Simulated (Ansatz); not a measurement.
Isolated molecules relaxed with PBE0-D4/def2-TZVP in Ansatz; ΔE leaves out vibrations. CBS: MP2 limit from def2 TZ/QZ plus the TZ coupled-cluster correction, frozen cores. This one scheme is used for every species. DFT in def2-TZVPP. Each species was taken in one conformer, which may not be the lowest.

Consider the ligand exchange at a B–O bond: `FB(Cl)O[SiH3]` + CH₃OH → `COB(F)Cl` + `O[SiH3]`.

| level | ΔE (eV) |
| --- | --- |
| revPBE-D4 | -0.08 |
| r2SCAN-D4 | -0.08 |
| PBE0-D4 | -0.06 |
| CAM-B3LYP-D4 | -0.06 |
| PBE0 | -0.07 |
| LC-ωPBE | -0.07 |
| RPA@PBE/def2-TZVPP | -0.05 |
| MP2/CBS(def2) | -0.08 |

Q: What does CCSD(T)/CBS give? (An estimate is asked.)

A: Computed: -0.06 eV. The listed levels differ from it by -0.02, -0.02, 0.00, 0.00, -0.01, -0.01, 0.01, -0.02 eV.

Largest T1 diagnostic among the species: 0.012.

In def2-TZVPP, CCSD(T) changes the Hartree–Fock value by −0.08 eV (the triples alone add −0.02 eV) and MP2 by −0.09 eV. Leaving LDA and LC-ωPBE aside and taking each functional with its dispersion term where it has one, the values, not all of them listed here, spread over 0.06 eV, from PBE-D4 to BHLYP-D4. LDA lies −0.06 eV from PBE without D4.
